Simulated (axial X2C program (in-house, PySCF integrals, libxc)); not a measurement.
# Worked dissociation energy of CuSn: r2SCAN0, scalar-relativistic

All values were computed with an in-house relativistic program for diatomic molecules. Spin-free means the one-electron spin-free X2C Hamiltonian. Basis: Sn dyall-v3z [11s12p9d1f], Cu dyall-v3z [9s9p6d3f2g] (cores contracted in-house); Gaussian nuclei, density fitting, unrestricted open shells. Masses: Sn 119.902 u, Cu 62.930 u.

Molecular state: M_S = 1/2, Λ = 1 (beyond evenly filled blocks: π+α).

| Quantity | Value |
| --- | --- |
| E(Sn) (2M_S = 2, M_L = 0) | -6176.544981 hartree |
| E(Cu) (2M_S = 1, M_L = 0) | -1654.726376 hartree |
| E(CuSn) at Re | -7831.338160 hartree |
| ωe | 220.5 cm⁻¹ |
| ωexe | 0.632 cm⁻¹ |

Task: Work out De and D0.

Result: De = -6176.544981 + (-1654.726376) − (-7831.338160) = 0.06680 hartree = 1.818 eV. The zero-point energy is ωe/2 − ωexe/4 = 110 cm⁻¹ = 0.014 eV, so D0 = 1.804 eV.

Occupations by symmetry block were frozen at the best pattern of an incomplete PBE0 search. Dissociation energies refer to the lowest single-determinant-based atoms at the same level and basis. The functionals have no current-density term, which raises determinants with orbital currents, atoms included. Spin-free De lacks the spin–orbit lowering of the heavy p-block atom, a tenth of an eV or more for 4p and 5p, up to an eV for 6p and one to two eV for 7p atoms, less what an open-shell molecule gains itself.

Each atomic determinant is the lowest at this level and need not be a pure term. Totals compare only within one Hamiltonian and basis.
